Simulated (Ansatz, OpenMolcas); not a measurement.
## A ladder of methods for C4H12Ge (SMILES CC(C)C[GeH3])

C4H12Ge has 17 atoms, charge 0, and is taken as a singlet. SMILES: `CC(C)C[GeH3]`. The shape is that of a PBE0-D4/def2-TZVP optimisation. This is one conformer, not always the lowest.

```xyz
17

C    -1.0653    0.0170    1.1524
C     0.3405   -0.1223    0.5863
C     1.0254   -1.3591    1.1528
C     0.3399   -0.1647   -0.9407
Ge   -0.3578    1.4422   -1.8252
H    -1.5527    0.9373    0.8205
H    -1.0492    0.0267    2.2449
H    -1.6932   -0.8222    0.8358
H     0.9197    0.7559    0.9006
H     0.4795   -2.2649    0.8702
H     2.0471   -1.4557    0.7772
H     1.0692   -1.3239    2.2448
H     1.3593   -0.3106   -1.3113
H    -0.2434   -1.0234   -1.2918
H     0.0409    1.4372   -3.3126
H    -1.8929    1.5289   -1.7427
H     0.2329    2.7018   -1.1613
```

Each level gives the vertical energy of the triplet above the singlet (eV). The values are calculated.

| level | kind | program | value (eV) |
| --- | --- | --- | --- |
| HF/6-31G* (spherical functions) | Hartree–Fock | OpenMolcas | 7.82 |
| SVWN5/6-31G* (spherical functions) | LDA | OpenMolcas | 7.19 |
| revPBE/6-31G* (spherical functions) | GGA | OpenMolcas | 7.23 |
| M06-L/6-31G* (spherical functions) | meta-GGA | OpenMolcas | 7.67 |
| r2SCAN/6-31G* (spherical functions) | meta-GGA | OpenMolcas | 7.39 |
| BHLYP/6-31G* (spherical functions) | global hybrid | Ansatz | 7.82 |
| CAM-B3LYP/6-31G* (spherical functions) | range-separated hybrid | Ansatz | 7.76 |
| MP2/6-31G* (spherical functions) | perturbation theory | Ansatz | 8.05 |
| CCSD/6-31G* (spherical functions) | coupled cluster or CI | Ansatz | 7.91 |

All-electron rows without a relativistic Hamiltonian named are non-relativistic. The values span 7.19 to 8.05 eV. A triplet this far above the singlet is often a Rydberg-like or dissociative state; sets without diffuse functions put Rydberg states too high. In the correlated wave-function rows the outer d shell of Ge is correlated, in sets not made for it.
